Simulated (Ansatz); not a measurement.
SnTe2⁺, relaxed as a quartet with UKS PBE0-D4/def2-SVP in Ansatz, starting from the PBE0-D4/def2-SVP geometry of the charge +1 doublet. Force threshold 0.02 eV/Å.

In the def2 sets Sn, Te take a core potential; there is no spin–orbit coupling. At PBE0-D4/def2-SVP a doublet of charge 1 lies 2.02 eV below the quartet, each at its own geometry. The structure comes from a short search, and lower isomers may exist.

Start:

```xyz
3

Sn    0.190    0.967   -1.344
Te   -0.381    0.602    1.412
Te    0.191   -1.569   -0.068
```

Question: Estimate the energy that the relaxation releases and the steps that it takes.

Answer: 0.61 eV, in 5 steps; 17 s on 4 threads of Arm Neoverse V1 on a shared host. No frequencies were taken in this run, so the end may be a saddle point.

Question: Does the start keep its bonding and symmetry?

Answer: By distances, no bond broke or formed. The bond that changes most is Sn1–Te3, from 2.84 to 3.22 Å (atoms count from 1). Point group C2v at the start, C2v at the end, both within 0.05 Å.

Question: Predict the relaxed structure.

Answer: 
```xyz
3

Sn    0.224    1.142   -1.588
Te   -0.386    0.470    1.504
Te    0.163   -1.612    0.084
```
Bond lengths: 2 × Sn–Te 3.22 Å; 1 × Te–Te 2.58 Å.
